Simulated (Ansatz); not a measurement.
Two structures of SiNH₅OF₂, closed shell, reached by relaxing down either side of one saddle point (PBE0-D4/def2-TZVP). Energies are electronic, without zero-point energy. Program: Ansatz 0.2.0. Basis: def2-TZVPP and def2-QZVPP. Cores are frozen in the correlated methods. Extrapolation: Hartree–Fock as exp(−7.88 √X), correlation as X^−2.97. First:

Si1  (-0.739, -0.782, -0.511)
N2  (0.934, -0.513, -0.368)
F3  (-1.110, -2.220, -1.073)
F4  (-1.349, -0.751, 0.953)
H5  (-1.354, 0.230, -1.375)
H6  (0.680, 1.318, 0.681)
O7  (0.271, 2.146, 0.968)
H8  (1.442, -0.195, -1.180)
H9  (1.503, -1.135, 0.188)
H10  (-0.278, 1.900, 1.716)
(Å)

Second:

```csv
atom,x (Å),y (Å),z (Å)
Si1,-0.8302,-0.0711,0.0066
N2,1.2291,-0.1453,-0.5290
F3,-0.6737,-1.6719,0.0253
F4,-2.3937,-0.0101,0.4616
H5,-0.9896,0.5460,-1.3264
H6,1.5921,0.7902,-0.6725
O7,-0.1910,0.7719,1.2771
H8,1.3835,-0.6924,-1.3681
H9,1.7471,-0.5688,0.2334
H10,-0.8735,1.0512,1.8918
```

(1) Which bonds change from the first to the second?

(2) Give the saddle point's structure and its height above each. (To be estimated.)

The T1 diagnostic stays at or below 0.012.

Results:

(1) SiNH₃F₂ ([NH2][SiH]([F])[F]) + H₂O → SiH₂OF₂ ([OH][SiH]([F])[F]) + NH₃ (still joined by a long Si–N bond); bonds formed: Si1–O7, N2–H6; bonds broken: H6–O7; bonds weakened to dative contacts: Si1–N2.

(2) The calculation gives: 20.94 kcal/mol above the first and 35.44 kcal/mol above the second (CCSD(T) at an estimated basis limit (MP2 extrapolated from triple and quadruple zeta, plus CCSD(T) − MP2 in triple zeta)).
```json
{"atom": "Si1", "x (Å)": "-0.7293", "y (Å)": "-0.2598", "z (Å)": "-0.2349"}
{"atom": "N2", "x (Å)": "1.1158", "y (Å)": "-0.3065", "z (Å)": "-0.2416"}
{"atom": "F3", "x (Å)": "-0.9221", "y (Å)": "-1.7264", "z (Å)": "-0.9181"}
{"atom": "F4", "x (Å)": "-1.3670", "y (Å)": "-0.6468", "z (Å)": "1.1871"}
{"atom": "H5", "x (Å)": "-1.4623", "y (Å)": "0.5179", "z (Å)": "-1.2442"}
{"atom": "H6", "x (Å)": "0.8896", "y (Å)": "0.7765", "z (Å)": "0.3865"}
{"atom": "O7", "x (Å)": "-0.1401", "y (Å)": "1.4161", "z (Å)": "0.5511"}
{"atom": "H8", "x (Å)": "1.5420", "y (Å)": "-0.2293", "z (Å)": "-1.1578"}
{"atom": "H9", "x (Å)": "1.5034", "y (Å)": "-1.1210", "z (Å)": "0.2198"}
{"atom": "H10", "x (Å)": "-0.4300", "y (Å)": "1.5792", "z (Å)": "1.4521"}
```

The step is the kind of ligand exchange by which a precursor binds to a hydroxyl group, or is hydrolysed, in atomic layer deposition of oxides.

Labels in which every atom is bracketed show which atoms are joined, not bond orders.

For scale, one of the runs: CCSD(T)/def2-TZVPP, 236 basis functions, launched by `ansatz run in.yaml --threads 4 --pin off --events-out ev --progress --plain --max-ram 9574MiB`. The run took 2.7 min on 4 CPU threads of an Arm Neoverse V1 (shared host), with 4.7 GiB of host memory at its peak.
